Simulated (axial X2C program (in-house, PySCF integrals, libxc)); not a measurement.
# Nuclear properties of GaC⁺

Computed with an axial X2C code built on PySCF integrals: two-component X2C with atomic mean-field Coulomb and Gaunt terms, Gaussian nuclei, basis Ga dyall-cv3z, C dyall-v3z with contracted cores.

R = 2.054 Å (near the PBE0 minimum at charge 1 of the determinant lowest at the starting distance; the state shown can have its own minimum elsewhere).

Determinant lowest in the PBE0 search, Ω = 1 (⟨Sz⟩ = 1.00, ⟨Lz⟩ = 0.00 at PBE0), spin on the atoms Ga 0.01, C 0.99:

```csv
level,Eeff magnitude (GV/cm),Ws magnitude Ga (kHz),A∥/gI Ga (MHz),qzz Ga (a.u.),A∥/gI C (MHz),qzz C (a.u.)
PBE0,1.56,0.651,-562,-0.43,2.05,0.95
HF,4.18,1.77,-900,-1.69,175,0.85
B3LYP,1.01,0.417,-374,-0.29,-1.95,1.01
r2SCAN,1.83,0.765,-660,-0.52,25.4,0.93
BP86,0.856,0.349,-392,-0.18,-21.7,0.90
```

Eeff is the effective electric field on the electron electric dipole moment in this Ω state and Ws the scalar–pseudoscalar constant of the nucleus named (defined with the proton number Z and per Ω); A∥ (defined per Ω) follows by multiplying with gI = μI/(I μN); qzz is the electric field gradient, eQq0 = 234.96 MHz × Q/barn × qzz. The operators were transformed with the bare-nucleus X2C matrices; with these basis sets, hyperfine constants and field gradients can be off by tens of per cent, and where levels differ in sign neither size nor sign is settled.

Each state is one determinant with collinear spin, which with several unpaired electrons need not be a pure state. Unrestricted Hartree–Fock can overshoot spin polarisation at the nuclei. With several open shells hyperfine constants can be off by a factor of several. Where Eeff spreads by more than a factor of two the levels disagree and none is to be relied on. Open-shell Ω = 0 determinants with evenly filled partner blocks cannot be reached by this program, so the Ω shown need not be the lowest component. States lie within half an eV, so the first need not be the ground state. Further determinants of the search, some of them spin-mixed, are not shown. Where a field gradient or hyperfine factor spreads by more than a factor of two over the levels, a constant derived from it is not to be relied on.
